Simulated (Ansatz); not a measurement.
# CaH: state-averaged CASSCF

Calculated in Ansatz's Gaussian-basis code. State-averaged CASSCF with equal weights; occupations are averaged over the states; levels count from the state that is lowest in CASSCF. The basis is small, far from the limit. No symmetry is imposed, so a solution can break that of the shape. The lowest solution met needn't be the lowest there is, nor hold the orbitals that a chemist would pick. The average may hold one member of a degenerate pair alone.

Geometry: bond length 3.0045 Å. A bond is stretched, to 1.45 times the sum of the covalent radii.

Basis def2-SVP, nonrelativistic, 9 orbitals frozen in the corrections; active space CAS(3,5). Averaged: 2 doublets.

(1) Give the levels in order.

Answers

(1) 

| state | CASSCF (eV) | SC-NEVPT2 (eV) |
| --- | --- | --- |
| doublet | 0.000 | 0.000 |
| doublet | 1.388 | 1.400 |

Occupations: 1.50, 1.29, 0.14, 0.05, 0.02.
